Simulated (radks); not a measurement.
Species: Tb4+. Configuration: [Xe] 4f6.75 6p0.25 (fractional occupations, a model configuration). Method: Dirac Kohn-Sham, BLYP, spin-unpolarised, spherical densities, finite nucleus; open shells fill j = l - 1/2 first; Fermi nuclear charge, rms radius 5.06 fm; computed with a radial shooting solver on a logarithmic mesh with Libxc functionals.

Radial electron density D(r) = 4 pi r^2 rho(r):

```
   r/bohr * D(r) (the largest magnitude, 115, reaches the edge; | marks zero)
 0.001888 |     *
 0.002559 |        *
  0.00344 |             *
 0.004662 |                   *
 0.006268 |                          *
 0.008495 |                                  *
  0.01142 |                                        *
  0.01548 |                                          *
  0.02081 |                                       *
   0.0282 |                                     *
  0.03792 |                                        *
  0.05139 |                                                  *
  0.06909 |                                                      *
  0.09364 |                                              *
   0.1259 |                                         *
   0.1706 |                                               *
   0.2294 |                                         *
   0.3109 |                       *
    0.418 |                      *
   0.5665 |                      *
   0.7616 |            *
    1.032 |      *
    1.388 |   *
    1.881 | *
    2.529 *
    3.427 *
    4.607 *
    6.244 *
```

D(r) has 4 maxima, at r = 0.0150, 0.0664, 0.185, 0.502 bohr, and minima at 0.0289, 0.121, 0.362 bohr, inside which lie 2.02, 11.16, 29.39 electrons.
